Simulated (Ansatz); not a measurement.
Computed with Ansatz on PBE0-D4/def2-TZVP structures; ΔE is electronic, products minus reactants. CCSD(T)/CBS is the MP2 limit (def2-TZVPP, def2-QZVPP) plus CCSD(T) − MP2 in def2-TZVPP, frozen cores. Functionals use def2-TZVPP. One conformer a species, not always the lowest.

`CB(C)C[SiH3]` + `FC1NCO1` → `FC1OCN1[SiH3]` + `CB(C)C`  (ligand exchange at the Si–C bond)

`CB(C)C[SiH3]`:

```xyz
16

C     1.687    0.728   -0.334
B     0.362    0.359    0.421
C     0.439   -0.313    1.838
C    -1.026    0.612   -0.239
Si   -1.433   -0.841   -1.364
H     2.147   -0.207   -0.686
H     2.428    1.171    0.339
H     1.564    1.377   -1.204
H     1.370   -0.854    2.026
H    -0.409   -0.962    2.070
H     0.406    0.505    2.573
H    -1.045    1.494   -0.888
H    -1.851    0.669    0.480
H    -1.444   -2.115   -0.596
H    -2.772   -0.661   -1.986
H    -0.424   -0.963   -2.451
```

`FC1NCO1`:

```xyz
9

F    -1.622    1.118    0.814
C    -0.365    0.632    0.644
N    -0.325   -0.762    0.313
C     0.388   -0.361   -0.899
O     0.174    1.019   -0.588
H     0.212    0.975    1.512
H     0.179   -1.351    0.960
H     1.454   -0.614   -0.922
H    -0.095   -0.655   -1.835
```

`FC1OCN1[SiH3]`:

Cartesian coordinates in Å:
```
F 1.149 0.317 1.809
C 0.278 -0.579 1.235
O -1.026 -0.393 1.691
C -1.410 0.023 0.376
N -0.070 -0.266 -0.110
Si 0.876 0.382 -1.404
H 0.696 -1.568 1.447
H -2.192 -0.620 -0.038
H -1.719 1.075 0.345
H 1.167 1.835 -1.269
H 2.147 -0.380 -1.425
H 0.105 0.176 -2.656
```

`CB(C)C`:

Cartesian coordinates in Å:
```
C 0.187 -1.252 0.929
B -0.012 0.014 0.024
C 1.228 0.892 -0.361
C -1.430 0.379 -0.536
H -0.710 -1.593 1.450
H 1.006 -1.146 1.647
H 0.492 -2.070 0.259
H 1.137 1.394 -1.328
H 2.188 0.373 -0.307
H 1.272 1.697 0.390
H -2.257 0.105 0.124
H -1.563 -0.217 -1.451
H -1.537 1.424 -0.839
```

(1) Is it downhill or uphill in electronic energy at CCSD(T)/CBS, and by how much? (An estimate is asked.)

(2) What do these levels give: PBE-D4, ωB97M-V, PBE, r2SCAN, HF/def2-TZVPP, SCS-MP2/def2-QZVPP? (Estimate.)

Largest T1 diagnostic among the species: 0.012.

## Answers

(1) Ansatz gave: Downhill: ΔE = -8.4 kcal/mol.

(2) Computed: PBE-D4 -6.8, ωB97M-V -8.2, PBE -7.0, r2SCAN -8.2, HF/def2-TZVPP -11.5, SCS-MP2/def2-QZVPP -9.5 kcal/mol.

In def2-TZVPP, CCSD(T) changes the Hartree–Fock value by +3.4 kcal/mol (the triples alone add +0.4 kcal/mol) and MP2 by +3.0 kcal/mol.
